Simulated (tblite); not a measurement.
Species: C₆H₁₃BNP.
Numbering: `[CH2:1]=[C:2]([CH3:3])/[CH:4]=[C:5](/[CH3:6])[B:7]([NH2:8])[PH2:9]` (hydrogens: H10, H11 on C1; H12, H13, H14 on C3; H15 on C4; H16, H17, H18 on C6; H19, H20 on N8; H21, H22 on P9)

Computed with GFN2-xTB (tblite), gas phase: L-BFGS steps from a force-field or distance-geometry start until the largest atomic force falls under 0.01 eV/Å.

Step 265: E = -710.6001 eV
```
atom  x, y, z in Å  |  force x, y, z in eV/Å
C1     -2.9386    0.7841    1.0019   -0.006   0.015   0.000
C2     -1.8233    0.2954    0.4569    0.031  -0.050   0.001
C3     -1.8722   -0.8691   -0.4835    0.025  -0.008  -0.032
C4     -0.5371    0.8753    0.8060   -0.011   0.017  -0.001
C5      0.6766    0.5572    0.3363   -0.016   0.013   0.016
C6      1.8800    1.2896    0.8797   -0.005  -0.005   0.003
B7      1.0797   -0.5126   -0.7388    0.000   0.018   0.032
N8      1.3306   -0.1258   -2.0419   -0.016  -0.008  -0.017
P9      1.3792   -2.3561   -0.2540    0.040   0.007   0.004
H10    -3.9081    0.3697    0.7830    0.000   0.020   0.000
H11    -2.9165    1.6168    1.6850   -0.025  -0.009   0.002
H12    -1.2574   -1.6843   -0.1017   -0.020  -0.012   0.013
H13    -1.4804   -0.5903   -1.4608   -0.002   0.006   0.006
H14    -2.8916   -1.2284   -0.6031   -0.005   0.021   0.001
H15    -0.6107    1.6670    1.5455    0.017   0.000   0.025
H16     2.3640    1.8637    0.0891   -0.005   0.002  -0.005
H17     1.6067    1.9647    1.6878   -0.011   0.015  -0.013
H18     2.6128    0.5759    1.2565    0.011  -0.008   0.002
H19     1.1711    0.8085   -2.3821    0.013  -0.009  -0.014
H20     1.6468   -0.7569   -2.7604   -0.008   0.010  -0.027
H21     1.8022   -2.1070    1.0426    0.001  -0.019  -0.022
H22     2.6758   -2.4177   -0.7450   -0.009  -0.014   0.026
```

Step 266: E = -710.6006 eV
```
atom  x, y, z in Å  |  force x, y, z in eV/Å
C1     -2.9365    0.7807    1.0035   -0.017   0.009   0.003
C2     -1.8209    0.2936    0.4584    0.034  -0.053  -0.014
C3     -1.8694   -0.8670   -0.4872    0.020  -0.007  -0.002
C4     -0.5349    0.8734    0.8087   -0.038   0.016   0.002
C5      0.6778    0.5566    0.3373   -0.014   0.021   0.018
C6      1.8800    1.2930    0.8770   -0.005  -0.002   0.012
B7      1.0806   -0.5135   -0.7370   -0.005   0.035   0.014
N8      1.3279   -0.1253   -2.0407   -0.017  -0.010  -0.013
P9      1.3760   -2.3565   -0.2534    0.045  -0.008   0.012
H10    -3.9058    0.3671    0.7821    0.002   0.023   0.002
H11    -2.9143    1.6101    1.6902   -0.028   0.000   0.009
H12    -1.2619   -1.6862   -0.1028   -0.015  -0.019   0.010
H13    -1.4686   -0.5867   -1.4597   -0.004   0.006  -0.008
H14    -2.8897   -1.2210   -0.6140   -0.002   0.024  -0.004
H15    -0.6086    1.6647    1.5488    0.016   0.000   0.021
H16     2.3650    1.8602    0.0828    0.009   0.000  -0.012
H17     1.6063    1.9753    1.6786   -0.022   0.020  -0.005
H18     2.6093    0.5816    1.2629    0.034  -0.015  -0.001
H19     1.1642    0.8089   -2.3804    0.022  -0.026  -0.010
H20     1.6427   -0.7566   -2.7598   -0.009   0.017  -0.030
H21     1.7971   -2.1115    1.0449   -0.002  -0.016  -0.027
H22     2.6733   -2.4211   -0.7411   -0.005  -0.015   0.022
```

Step 267: E = -710.6013 eV
```
atom  x, y, z in Å  |  force x, y, z in eV/Å
C1     -2.9336    0.7704    1.0144    0.032  -0.016  -0.016
C2     -1.8179    0.2901    0.4609   -0.034  -0.024  -0.003
C3     -1.8674   -0.8606   -0.4981    0.008   0.007   0.038
C4     -0.5328    0.8721    0.8106   -0.054   0.010   0.008
C5      0.6793    0.5579    0.3368   -0.012   0.029   0.015
C6      1.8797    1.3000    0.8705    0.015   0.009   0.023
B7      1.0819   -0.5144   -0.7346   -0.006   0.046  -0.016
N8      1.3289   -0.1278   -2.0394   -0.014  -0.009  -0.012
P9      1.3690   -2.3572   -0.2491    0.047  -0.022   0.017
H10    -3.9031    0.3570    0.7927    0.006   0.019  -0.002
H11    -2.9122    1.5922    1.7106   -0.018  -0.008   0.000
H12    -1.2703   -1.6882   -0.1147   -0.010  -0.016  -0.002
H13    -1.4560   -0.5730   -1.4638   -0.007  -0.001  -0.005
H14    -2.8897   -1.2060   -0.6356    0.008   0.031  -0.008
H15    -0.6061    1.6627    1.5514    0.008   0.001   0.018
H16     2.3684    1.8554    0.0693    0.010  -0.019   0.007
H17     1.6050    1.9956    1.6613   -0.021   0.002  -0.016
H18     2.6049    0.5912    1.2705    0.034   0.007  -0.012
H19     1.1656    0.8068   -2.3801    0.029  -0.052  -0.003
H20     1.6436   -0.7605   -2.7578   -0.016   0.030  -0.020
H21     1.7835   -2.1159    1.0520   -0.004  -0.012  -0.030
H22     2.6688   -2.4284   -0.7286   -0.002  -0.012   0.019
```

Step 268: E = -710.6019 eV
```
atom  x, y, z in Å  |  force x, y, z in eV/Å
C1     -2.9309    0.7757    1.0007   -0.040  -0.016   0.002
C2     -1.8128    0.2857    0.4637   -0.003  -0.003  -0.025
C3     -1.8625   -0.8640   -0.4954    0.000   0.016   0.040
C4     -0.5291    0.8651    0.8219   -0.031  -0.007   0.006
C5      0.6828    0.5554    0.3444   -0.021   0.035   0.007
C6      1.8820    1.3023    0.8731    0.001  -0.011   0.009
B7      1.0826   -0.5136   -0.7309   -0.012   0.028  -0.022
N8      1.3118   -0.1280   -2.0391   -0.004   0.012  -0.021
P9      1.3763   -2.3566   -0.2519    0.026  -0.035   0.022
H10    -3.9012    0.3704    0.7676    0.008   0.011  -0.003
H11    -2.9135    1.5982    1.6940   -0.012   0.030   0.034
H12    -1.2761   -1.6950   -0.1060    0.013  -0.043  -0.005
H13    -1.4422   -0.5783   -1.4575   -0.001  -0.008  -0.013
H14    -2.8867   -1.1998   -0.6401    0.003   0.020  -0.014
H15    -0.6009    1.6504    1.5686   -0.008   0.004   0.007
H16     2.3618    1.8614    0.0704    0.029  -0.011  -0.017
H17     1.6087    1.9958    1.6644   -0.034   0.022   0.022
H18     2.6115    0.5964    1.2674    0.063  -0.006   0.002
H19     1.1413    0.8064   -2.3773    0.033  -0.061  -0.007
H20     1.6221   -0.7596   -2.7605   -0.018   0.036  -0.016
H21     1.7884   -2.1220    1.0505    0.000  -0.007  -0.018
H22     2.6761   -2.4268   -0.7289    0.009  -0.004   0.010
```

Problem. Estimate the geometry and energy of step 269. (The exact step hangs on the optimiser's Hessian estimate; all steps are aligned on step 268, rigid shifts and turns removed.)

Solution. E = -710.6025 eV, largest force 0.067 eV/Å
```
atom  x, y, z in Å  |  force x, y, z in eV/Å
C1     -2.9310    0.7694    1.0090   -0.003  -0.016  -0.004
C2     -1.8129    0.2843    0.4655   -0.034   0.023  -0.005
C3     -1.8630   -0.8598   -0.5006   -0.012   0.015   0.048
C4     -0.5294    0.8654    0.8222   -0.026  -0.006   0.013
C5      0.6823    0.5579    0.3427   -0.006   0.019  -0.008
C6      1.8822    1.3057    0.8696    0.008  -0.008   0.010
B7      1.0819   -0.5132   -0.7314    0.000   0.018  -0.030
N8      1.3155   -0.1313   -2.0404   -0.008   0.025   0.000
P9      1.3733   -2.3573   -0.2485    0.026  -0.020   0.010
H10    -3.9013    0.3639    0.7768    0.004   0.002  -0.008
H11    -2.9153    1.5886    1.7074    0.002   0.011   0.017
H12    -1.2809   -1.6958   -0.1148    0.012  -0.033  -0.007
H13    -1.4405   -0.5699   -1.4602    0.010  -0.004  -0.016
H14    -2.8879   -1.1909   -0.6506   -0.001   0.016  -0.008
H15    -0.5997    1.6497    1.5703   -0.018   0.001   0.002
H16     2.3637    1.8612    0.0642    0.014  -0.022   0.007
H17     1.6073    2.0030    1.6581   -0.015   0.001   0.001
H18     2.6119    0.5998    1.2668    0.034   0.021  -0.005
H19     1.1503    0.8034   -2.3808    0.028  -0.061  -0.003
H20     1.6273   -0.7637   -2.7603   -0.017   0.024  -0.014
H21     1.7804   -2.1215    1.0551    0.002  -0.005  -0.016
H22     2.6753   -2.4292   -0.7208   -0.001   0.000   0.014
```

The energy changes by -0.0006 eV. The first-order estimate −F·Δx gives -0.0009 eV and the mean of the old and new forces, exact on a quadratic surface, -0.0006 eV. The step makes an angle of 83° with the force vector and moves no atom by more than 0.017 Å.

What follows is the cost of the whole relaxation. On one thread, Arm Neoverse N1 (aarch64) (shared host), this took 4.3 s.
